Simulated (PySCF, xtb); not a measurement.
CH₇FOSi₂, SMILES [Si@H](O[SiH3])(C)F.

GFN2-xTB run with xtb at its own geometry gives an orbital gap of 5.85 eV and a dipole moment of 1.77 D.

Coordinates come from a B3LYP-D3(BJ)/def2-SVP optimisation. The structure was generated by enumeration; whether it is a known compound was not checked. The values are those of a single conformer.

Q: What does M06-2X/def2-TZVP run with PySCF give? (The exact figures need the calculation; the answer reports its results.)

A: gap 10.88 eV (levels -10.01 and 0.87 eV), dipole 1.65 D.
